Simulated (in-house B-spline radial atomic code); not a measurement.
Cr. Computed with a B-spline radial atomic code. Model: all-electron spherical atom, spin shells full or empty, radial basis limit, no spin-orbit coupling, Breit or QED, empty-state partial waves extrapolated as (l+1/2)^-4, RPA, G0W0 and static COHSEX of the highest shell as one setting changes (uncorrelated shells keep exact exchange).

Empty levels are discrete states of a finite basis, so the steps are uneven.

Given: element Cr; charge 0; filled core Ar; hamiltonian one-electron scalar X2C; mean-field start PBE0; highest l of empty states 9; nuclear rms radius 3.6452 fm; lowest nl shells left uncorrelated 0; highest mean-field shell 4s up; box radius 40 bohr.

Shell: 3d 5 0, 4s 1 0 (electrons up and down).

```tsv
highest empty level kept (hartree)	RPA correlation energy (hartree)	G0W0 level (eV)	G0W0 minus most complete (meV)	COHSEX level (eV)	linearised minus solved G0W0 (meV)
1	-0.18838	-6.9608	358.9	-7.8371	-14.7
2	?	?	?	?	?
3.5	-0.42379	-7.1896	130.1	-8.3212	-20.9
6	-0.53923	-7.2359	83.8	-8.4407	-22.2
10	-0.69258	-7.2704	49.2	-8.5313	-23.2
18	?	?	?	?	?
30	-0.97258	-7.3017	17.9	-8.6346	-24.2
60	-1.1316	-7.31	9.6	-8.6635	-24.4
120	-1.3042	-7.3147	5	-8.6791	-24.6
250	-1.4108	-7.3173	2.4	-8.6884	-24.6
600	-1.4947	-7.3188	0.8	-8.6934	-24.7
2000	-1.5534	-7.3197	0	-8.6959	-24.7
```

Task: What follows for highest empty level kept = 2?

Result: RPA correlation energy -0.28897 hartree; G0W0 level -7.1065 eV; G0W0 minus most complete 213.1 meV; COHSEX level -8.1417 eV; linearised minus solved G0W0 -18.5 meV.

Task: What follows for highest empty level kept = 18?

Result: RPA correlation energy -0.83252 hartree; G0W0 level -7.29 eV; G0W0 minus most complete 29.6 meV; COHSEX level -8.5923 eV; linearised minus solved G0W0 -23.8 meV.
